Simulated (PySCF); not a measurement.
# Where the electron goes

Species: C₂H₆Cl₂OSi.
Atom-mapped SMILES: `[CH3:1][O:2][Si@H:3]([Cl:4])[CH2:5][Cl:6]` (hydrogens: H7, H8, H9 on C1; H10 on Si3; H11, H12 on C5)

Structure used (PBE0-D3(BJ)/def2-SVP), in Å, numbered top down from 1:
```xyz
12
C2H6Cl2OSi angstrom
C     -1.579    0.353    0.089
O     -0.236    0.670   -0.169
Si     0.728    1.633    0.750
Cl     0.027    3.585    0.688
C      2.429    1.618   -0.026
Cl     3.181    0.015    0.227
H     -1.903   -0.409   -0.633
H     -2.228    1.239   -0.023
H     -1.717   -0.054    1.107
H      0.742    1.211    2.174
H      2.364    1.809   -1.108
H      3.080    2.383    0.422
```

Level of theory: PySCF, TDDFT wB97X-D/def2-SVPD, vertical, gas phase, core orbitals frozen in the response.

Kohn–Sham orbitals with the atoms that hold most of them (Löwdin shares over 4%, at most four atoms; ? is withheld):

```json
{"orbital": "HOMO-3", "ε (eV)": "-11.03", "atoms": "Cl4 32%, O2 27%, Si3 10%, H10 8%"}
{"orbital": "HOMO-2", "ε (eV)": "-10.79", "atoms": "Cl6 33%, O2 29%, Cl4 11%, C1 8%"}
{"orbital": "HOMO-1", "ε (eV)": "-10.64", "atoms": "Cl6 48%, O2 22%, C5 8%, C1 6%"}
{"orbital": "HOMO", "ε (eV)": "-10.23", "atoms": "?"}
{"orbital": "LUMO", "ε (eV)": "?", "atoms": "?"}
{"orbital": "LUMO+1", "ε (eV)": "2.12", "atoms": "Si3 24%, C1 18%, Cl4 14%, Cl6 10%"}
{"orbital": "LUMO+2", "ε (eV)": "2.27", "atoms": "Si3 20%, Cl6 20%, C5 14%, Cl4 12%"}
```

Q: Which atoms hold the HOMO, and with what shares?

A: Cl6 (bonded to C) 53%; C5 (bonded to Cl, Si and 2 H) 17%; Cl4 (bonded to Si) 9%; Si3 (bonded to C, Cl, O and H) 9%. By element: chlorine 62%, carbon 17% or more, silicon 9%.

Q: Give the leading atoms of the LUMO.

A: Cl6 (bonded to C) 37%; Cl4 (bonded to Si) 18%; C5 (bonded to Cl, Si and 2 H) 17%; Si3 (bonded to C, Cl, O and H) 13%. By element: chlorine 55%, carbon 17% or more, silicon 13%.

Q: What is the LUMO energy, and the HOMO–LUMO gap?

A: ε(LUMO) = 1.58 eV; the gap is 11.81 eV (0.4340 hartree).

Q: How does S1 compare with the orbital gap of 11.81 eV?

A: S1 is at 6.88 eV (f = 0.031), 4.93 eV below the gap, made of HOMO→LUMO (79%). 

Next come S2 at 7.21 eV (f 0.0039), HOMO-1→LUMO (51%), HOMO-2→LUMO (29%); S3 at 8.03 eV (f 0.0009), HOMO→LUMO+2 (40%), HOMO→LUMO+1 (8%); S4 at 8.10 eV (f 0.022), HOMO→LUMO+3 (22%), HOMO→LUMO+2 (17%), HOMO-3→LUMO (10%); S5 at 8.21 eV (f 0.012), HOMO-3→LUMO (32%), HOMO→LUMO+2 (27%), HOMO-4→LUMO (9%).

Cost: about 40 s of CPU time on one thread; the machine was shared, so the figure is rough.

One conformer stands for the species.
